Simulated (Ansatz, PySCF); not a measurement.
Ansatz (an electronic-structure program) was given this input:
Ansatz 0.2 input:
```yaml
crystal:
  periodic: [false, false, false]
  atoms:
    - {symbol: I, position_ang: [-0.93737717, 2.25630829, -0.76722226]}
    - {symbol: Ge, position_ang: [-0.00000000, -0.00000000, 0.00000000]}
    - {symbol: I, position_ang: [-1.74843862, -1.82920992, -0.39393718]}
    - {symbol: I, position_ang: [0.56773246, 0.11521228, 2.49452181]}
    - {symbol: I, position_ang: [2.11808334, -0.54231065, -1.33336237]}
basis:
  gaussian:
    orbitals: def2-SVP
hamiltonian:
  xc: r2scan
accuracy: high
```

Question: Write the same job for PySCF.

Answer: Several could match; the one computed here: 
```python
from pyscf import gto, scf, dft

mol = gto.Mole()
mol.atom = '''
    I    -0.937377    2.256308   -0.767222
    Ge   -0.000000   -0.000000    0.000000
    I    -1.748439   -1.829210   -0.393937
    I     0.567732    0.115212    2.494522
    I     2.118083   -0.542311   -1.333362
'''
mol.basis = 'def2-svp'
mol.ecp = {'I': 'def2-svp'}
mol.charge = 0
mol.spin = 0
mol.verbose = 4
mol.build()

mf = dft.RKS(mol)
mf.xc = 'r2scan'
mf.grids.atom_grid = (99, 590)
mf.grids.prune = None
mf.kernel()
```

Both were run: Ansatz gave -3268.170230 Eh and PySCF -3268.170278 Eh, 0.048 mEh apart.
